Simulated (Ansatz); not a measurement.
Calculated with Ansatz (gas phase, PBE0-D4/def2-TZVP geometries, no zero-point term in ΔE). CCSD(T)/CBS is the MP2 limit (def2-TZVPP, def2-QZVPP) plus CCSD(T) − MP2 in def2-TZVPP, frozen cores. This one scheme is used for every species. Functionals use def2-TZVPP. One conformer a species, not always the lowest.

Reaction (formal hydrolysis of a C–Si bond): `CBC[SiH2]O` + H₂O → `CBCO` + `O[SiH3]`

```tsv
level	ΔE (kJ/mol)
CAM-B3LYP-D4	111.8
PBE	111.7
r2SCAN0	121.3
BHLYP	107.9
CAM-B3LYP	106.4
CCSD/def2-SVP	103.6
SCS-MP2/def2-TZVPP	121.6
CCSD/CBS(def2)	124.6
```

Question: What does CCSD(T)/CBS give? (Estimate.)

Answer: Ansatz gave: +127.0 kJ/mol. The listed levels differ from it by -15.2, -15.3, -5.7, -19.1, -20.6, -23.4, -5.4, -2.4 kJ/mol.

Question: What do rigid-rotor, harmonic-oscillator terms from PBE0-D4/def2-TZVP frequencies (298.15 K, 1 bar) make of the CCSD(T)/CBS value? (Estimate.)

Answer: The calculation gave: ΔZPE = -1.8 kJ/mol, ΔH = +122.4 kJ/mol, ΔS = 10 J/(mol·K), ΔG = +119.5 kJ/mol. Modes under 50 cm⁻¹ make the entropy rough.

Largest T1 diagnostic among the species: 0.011.

At CCSD(T), def2-SVP lies −22.3 kJ/mol from the extrapolated value and def2-TZVPP −4.5 kJ/mol. In def2-TZVPP, CCSD(T) changes the Hartree–Fock value by +21.5 kJ/mol (the triples alone add +2.4 kJ/mol) and MP2 by +31.3 kJ/mol. The D4 term adds +8.9 kJ/mol with B3LYP and +5.1 kJ/mol with PBE0; it sums over pairs of atoms, weighted by their polarisabilities, and B3LYP, whose exchange is more repulsive, gets the larger term.

B3LYP here is the variant with VWN-RPA as its local correlation; programs differ in this.
